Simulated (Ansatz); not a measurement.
`F[CH2][AlH2]` + `[SiH3][O][InH][Br]` → `F[CH2][AlH][Br]` + `[SiH3][O][InH2]` at 700 K and 1 bar (redistribution).

Computed with Ansatz on PBE0-D4/def2-TZVP structures; ΔE is electronic, products minus reactants. CBS: MP2 limit from def2 TZ/QZ plus the TZ coupled-cluster correction, frozen cores. def2 core potentials past Kr. For Br, In outer-core shells are correlated without core-valence functions, which leaves a few kJ/mol of doubt a bond. Scalar relativity is left out up to krypton. One conformer a species, not always the lowest.

| species | CCSD(T)/CBS energy (Eh) | H − E (kJ/mol) | S (J/(mol·K)) |
| --- | --- | --- | --- |
| `F[CH2][AlH2]` | -382.22364 | 163.2 | 371.5 |
| `[SiH3][O][InH][Br]` | -3129.89321 | 167.8 | 499.1 |
| `F[CH2][AlH][Br]` | -2955.02561 | 156.7 | 427.0 |
| `[SiH3][O][InH2]` | -557.10255 | 174.0 | 443.4 |

H − E and S are ideal-gas, rigid-rotor, harmonic terms from PBE0-D4/def2-TZVP, for one conformer and one mirror image of each species. 1 Eh = 2625.50 kJ/mol, R = 8.31446 J/(mol·K).

Question: By hand: ΔE, ΔH, ΔS and ΔG.

Answer: ΔE = (-2955.02561) + (-557.10255) − (-382.22364) − (-3129.89321) = -0.01131 Eh = -29.7 kJ/mol. Δ(H − E) = 156.7 + 174.0 − 163.2 − 167.8 = -0.3, so ΔH = -30.0 kJ/mol. ΔS = 427.0 + 443.4 − 371.5 − 499.1 = -0.2 J/(mol·K). ΔG = -30.0 − 700 × (-0.2)/1000 = -29.9 kJ/mol.

Question: By hand: the equilibrium constant, and the temperature at which ΔG would vanish if ΔH and ΔS stayed fixed.

Answer: log₁₀ K = −ΔG/(RT ln 10) = 2.2. ΔG = 0 at ΔH/ΔS = 150000 K, far beyond where these terms or the molecules hold.

The number of gas molecules stays the same, so ΔS is small and ΔH decides. A doubt of 5 kJ/mol in ΔE shifts log₁₀ K by 0.4 here. Other conformers and mirror images would add mixing entropy, several J/(mol·K) or more a flexible species. Modes under 60 cm⁻¹, often nearly free rotors, make the harmonic entropy too high. These are equilibria of isolated gas molecules and say nothing of rates. Largest T1 diagnostic: 0.015 (customary marks: 0.02 for closed shells, 0.045 for open ones).
